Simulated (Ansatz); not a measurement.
Cost and result for the atomization energy of CH₆BFOSi (`B[SiH](F)OC`) (11 atoms, 10 bonds).

Z-matrix (Å, degrees):
```
Si
F 1 1.606
O 1 1.631 2 111.3
B 1 2.010 2 109.5 3 115.1
H 1 1.489 2 104.4 3 -117.2
C 3 1.411 1 126.0 2 -77.6
H 4 1.195 1 122.6 2 130.0
H 4 1.195 1 119.7 2 -51.4
H 6 1.091 3 108.6 1 -150.4
H 6 1.096 3 111.6 1 -30.6
H 6 1.093 3 110.3 1 90.5
```

Total charge 0; spin multiplicity 1. Geometry: relaxed with PBE0-D4/def2-TZVP. It is one conformer, not always the lowest. Program: Ansatz. All runs use 4 threads of a server CPU on a shared host. Times are those of one run each, without the atoms' runs, and a repeat can differ threefold. Electronic energies, without spin–orbit coupling; frozen cores. CCSD(T)/CBS adds CCSD(T) − MP2 in def2-TZVPP to the MP2 limit, and its time is that of the two runs behind it. T1 = 0.012. B3LYP takes the VWN-RPA correlation (the form of Gaussian; ORCA's B3LYP/G).

CCSD(T)/CBS is a level of theory with its own doubt, some kJ/mol a heavy atom from the limit and from the frozen cores, so smaller differences don't rank the functionals.

```
                             level  functions  wall time
            LDA (SPW92)/def2-TZVPP        250        1 s
              revPBE-D4/def2-TZVPP        250      1.6 s
                BLYP-D4/def2-TZVPP        250      1.9 s
                PBE0-D4/def2-TZVPP        250        2 s
r2SCAN-D4/def2-TZVPP (with forces)        250      3.6 s
 B3LYP-D4/def2-TZVPP (with forces)        250      3.6 s
                  CCSD(T)/def2-SVP        104      3.6 s
             r2SCANh-D4/def2-TZVPP        250      3.7 s
                 B2PLYP/def2-TZVPP        250      3.8 s
  ωB97M-V/def2-TZVPP (with forces)        250      8.5 s
                    MP2/def2-QZVPP        478       15 s
                CCSD(T)/def2-TZVPP        250      110 s
                 CCSD(T)/CBS(def2)          –    2.1 min
```

Question: What atomization energy does each give, and how far from CCSD(T)/CBS? (An estimate is asked.)

Answer: Computed: 
```json
{"level": "LDA (SPW92)/def2-TZVPP", "atomization (kJ/mol)": "4589.8", "difference from CCSD(T)/CBS": "529.6", "per bond": "53.0"}
{"level": "revPBE-D4/def2-TZVPP", "atomization (kJ/mol)": "3997.0", "difference from CCSD(T)/CBS": "-63.2", "per bond": "-6.3"}
{"level": "BLYP-D4/def2-TZVPP", "atomization (kJ/mol)": "4043.3", "difference from CCSD(T)/CBS": "-16.9", "per bond": "-1.7"}
{"level": "PBE0-D4/def2-TZVPP", "atomization (kJ/mol)": "4034.0", "difference from CCSD(T)/CBS": "-26.2", "per bond": "-2.6"}
{"level": "r2SCAN-D4/def2-TZVPP (with forces)", "atomization (kJ/mol)": "4065.4", "difference from CCSD(T)/CBS": "5.2", "per bond": "0.5"}
{"level": "B3LYP-D4/def2-TZVPP (with forces)", "atomization (kJ/mol)": "4056.5", "difference from CCSD(T)/CBS": "-3.7", "per bond": "-0.4"}
{"level": "CCSD(T)/def2-SVP", "atomization (kJ/mol)": "3806.9", "difference from CCSD(T)/CBS": "-253.3", "per bond": "-25.3"}
{"level": "r2SCANh-D4/def2-TZVPP", "atomization (kJ/mol)": "4040.6", "difference from CCSD(T)/CBS": "-19.6", "per bond": "-2.0"}
{"level": "B2PLYP/def2-TZVPP", "atomization (kJ/mol)": "4021.5", "difference from CCSD(T)/CBS": "-38.7", "per bond": "-3.9"}
{"level": "ωB97M-V/def2-TZVPP (with forces)", "atomization (kJ/mol)": "4066.8", "difference from CCSD(T)/CBS": "6.6", "per bond": "0.7"}
{"level": "MP2/def2-QZVPP", "atomization (kJ/mol)": "4090.8", "difference from CCSD(T)/CBS": "30.6", "per bond": "3.1"}
{"level": "CCSD(T)/def2-TZVPP", "atomization (kJ/mol)": "3957.1", "difference from CCSD(T)/CBS": "-103.1", "per bond": "-10.3"}
{"level": "CCSD(T)/CBS(def2)", "atomization (kJ/mol)": "4060.2", "difference from CCSD(T)/CBS": "0.0", "per bond": "0.0"}
```

In def2-TZVPP, CCSD(T) changes the Hartree–Fock value by +896.1 kJ/mol (the triples alone add +47.0 kJ/mol) and MP2 by +967.6 kJ/mol; breaking electron pairs costs correlation energy, which Hartree–Fock lacks. From PBE to PBE0 (25 % exact exchange), in def2-TZVPP and without D4, the atomization energy moves by −57.1 kJ/mol: exact exchange takes away binding that semilocal exchange gives to molecules. At CCSD(T), def2-SVP lies −253.3 kJ/mol from the extrapolated value and def2-TZVPP −103.0 kJ/mol: correlation converges slowly with the basis, and small sets miss more of it in the bonded molecule than in its fragments.
